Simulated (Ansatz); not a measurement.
A CCSD(T) single point on C2H8N2Si (`NC1NC[SiH2]1`).

```yaml
crystal:
  periodic: [false, false, false]
  atoms:
    - {symbol: N, position_ang: [-1.959486, 0.072025, 0.467251]}
    - {symbol: C, position_ang: [-0.763093, -0.391558, -0.144790]}
    - {symbol: N, position_ang: [0.016096, 0.582714, -1.004121]}
    - {symbol: C, position_ang: [1.421279, 0.146776, -0.754782]}
    - {symbol: Si, position_ang: [0.830998, -0.659716, 0.847346]}
    - {symbol: H, position_ang: [-1.801616, 0.825688, 1.122563]}
    - {symbol: H, position_ang: [-2.656746, 0.358584, -0.208398]}
    - {symbol: H, position_ang: [-1.008809, -1.249000, -0.780006]}
    - {symbol: H, position_ang: [-0.116700, 1.508520, -0.608710]}
    - {symbol: H, position_ang: [2.128276, 0.974970, -0.708720]}
    - {symbol: H, position_ang: [1.753189, -0.540131, -1.537296]}
    - {symbol: H, position_ang: [1.302189, -1.985506, 1.352245]}
    - {symbol: H, position_ang: [0.874923, 0.322036, 1.972218]}
basis:
  gaussian: {orbitals: def2-SVP}
correlation: {method: ccsd_t}
```

```sh
$ ansatz run in.yaml --threads 4 --pin off --events-out ev --progress --plain
```

Output of Ansatz, abridged:

```
Functional definition: HF
1162 factors; integrals over basis functions are off by at most 1.3e-3 eV
mean field evaluation 1: about -13001.9589 eV, gradient 3.4e1 eV
mean field evaluation 2: about -13001.9630 eV, gradient 3.4e1 eV
mean field evaluation 4: about -13005.1452 eV, gradient 3.9e0 eV
mean field evaluation 8: about -13005.1939 eV, gradient 2.7e-4 eV
mean field -13005.19386512 eV, -477.9320593063 hartree, gradient 1.5e-6 eV, S^2 0.000000; 0 other end points of the search recorded, 0 dependent functions left out
9 core orbitals not correlated: weight in the atoms' cores, before any rotation towards them, 1.000 or more for the frozen orbitals, at most 0.000 for the correlated occupied ones
reference -13005.19386512 eV, -477.9320593063 hartree; 15, 15 occupied and 90, 90 virtual orbitals, 1162 factors
second order -19.46876847 eV of doubles, -0.00000000 eV of singles
cycle   1  -20.35057143 eV  change   -8.8e-1 eV  update   9.6e-2
cycle   2  -20.90108877 eV  change   -5.5e-1 eV  update   2.8e-2
cycle   3  -21.00084459 eV  change   -1.0e-1 eV  update   1.3e-2
cycle   4  -20.99820785 eV  change    2.6e-3 eV  update   3.4e-3
cycle   5  -20.99829464 eV  change   -8.7e-5 eV  update   1.6e-3
cycle   6  -20.99834262 eV  change   -4.8e-5 eV  update   5.1e-4
cycle   7  -20.99800285 eV  change    3.4e-4 eV  update   1.8e-4
cycle   8  -20.99795899 eV  change    4.4e-5 eV  update   6.5e-5
cycle   9  -20.99796599 eV  change   -7.0e-6 eV  update   2.1e-5
perturbative correction -0.65585617 eV, -0.0241022696 hartree
Total energy: -13026.84768728 eV, -478.7278225931 hartree
```

It took 8 s on 4 threads of a server CPU on a shared host, with 0.6 GiB of host memory at the peak.

Correlation energy per correlated electron: -0.722 eV. T1 diagnostic: 0.0107.
